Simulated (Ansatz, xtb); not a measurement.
Relative energy of two isomers of C5H7FN2S

Structure X: `CCCc1nsc(F)n1`, a singlet. Structure Y: `C[C@H](CF)c1ncsn1`, a singlet. Both are isolated molecules in the gas phase, relaxed with PBE-D3(BJ)/def2-SVP; each stands in its lowest conformer found.

Quicker runs give these differences E(Y) − E(X): GFN2-xTB +0.99 kcal/mol; HF/STO-3G +9.77 kcal/mol (at GFN2-xTB geometries); r2SCAN-D4/def2-SVP +2.00 kcal/mol (at GFN2-xTB geometries).

Task: Estimate E(Y) − E(X) at the level CCSD(T)/def2-SVP + ΔMP2/def2-TZVPP.

Result: Not settled: CCSD(T)/def2-SVP + ΔMP2/def2-TZVPP gives E(Y) − E(X) = −1.89 kcal/mol, but this leans on the basis-set step: CCSD(T) alone gives −0.75 kcal/mol.

The same difference at several levels:

```tsv
level	geometry	E(Y) − E(X) (kcal/mol)	departure from the last row (kcal/mol)	job, with rough time for the two
GFN2-xTB	GFN2-xTB	+0.99	+2.87	optimisation, 0.24 s
HF/STO-3G	GFN2-xTB	+9.77	+11.65	single point, 0.62 s
r2SCAN-D4/def2-SVP	GFN2-xTB	+2.00	+3.89	single point, 6.5 s
PBE-D3(BJ)/def2-SVP	PBE-D3(BJ)/def2-SVP	+2.64	+4.53	optimisation, 47 s
HF/def2-SVP	PBE-D3(BJ)/def2-SVP	−0.17	+1.71	part of the CCSD(T) run
MP2/def2-SVP	PBE-D3(BJ)/def2-SVP	−1.33	+0.55	part of the CCSD(T) run
CCSD(T)/def2-SVP	PBE-D3(BJ)/def2-SVP	−0.75	+1.13	single point
CCSD(T)/def2-SVP + ΔMP2/def2-TZVPP	PBE-D3(BJ)/def2-SVP	−1.89		single point, 3.7 min
```

As drawn, both hold the same kinds of bond in the same numbers.

GFN2-xTB, HF/STO-3G, r2SCAN-D4/def2-SVP, PBE-D3(BJ)/def2-SVP put the two in the other order. HF/def2-SVP finds them nearly level. The largest departure from CCSD(T)/def2-SVP + ΔMP2/def2-TZVPP is that of HF/STO-3G, 11.65 kcal/mol. The last row adds to CCSD(T) the change of the MP2 difference between the two basis sets, here −1.13 kcal/mol.

With thermal terms from frequencies at re-optimised GFN2-xTB minima (ideal gas, soft modes damped towards free rotors, one conformer each, 298.15 K, 1 atm): the zero-point term adds −0.42 kcal/mol; ΔH is −2.36 and ΔG −2.20 kcal/mol.

The correlated steps freeze 13 core orbitals. Mirror images aren't counted in ΔG. Codes used: Ansatz 0.2.0, xtb 6.7.1; the last row on 4 threads of Arm Neoverse V1 on a shared host.
